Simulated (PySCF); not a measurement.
Delta-SCF ions had no search for a lower state. Excitations are Tamm–Dancoff values on a coarser integration grid. The basis has no diffuse functions, so Rydberg states are missing or too high.

F$_{4}$Ge, SMILES `[F][Ge]([F])([F])[F]` (charge 0, multiplicity 1)

The numbers are results of PySCF 2.14.0 with r2SCAN-D4/def2-TZVP, not measurements.

HOMO: -11.05 eV
dipole moment: 0.00 D
HOMO–LUMO gap: 8.52 eV
LUMO: -2.54 eV
S1 excitation (TDA): 8.56 eV
S1 oscillator strength: 0.000
vertical ionisation energy (Delta-SCF): 14.57 eV
total energy: -2476.5483 Ha
cost: about 7 core-minutes (a rough figure)

Bonds (Å): F1–Ge2 1.694, Ge2–F3 1.694, Ge2–F4 1.694, Ge2–F5 1.694. Angles (°): F1–Ge2–F3 109.5, F1–Ge2–F4 109.5, F1–Ge2–F5 109.5, F3–Ge2–F4 109.5, F3–Ge2–F5 109.5, F4–Ge2–F5 109.5.
Charge 0, spin multiplicity 1.
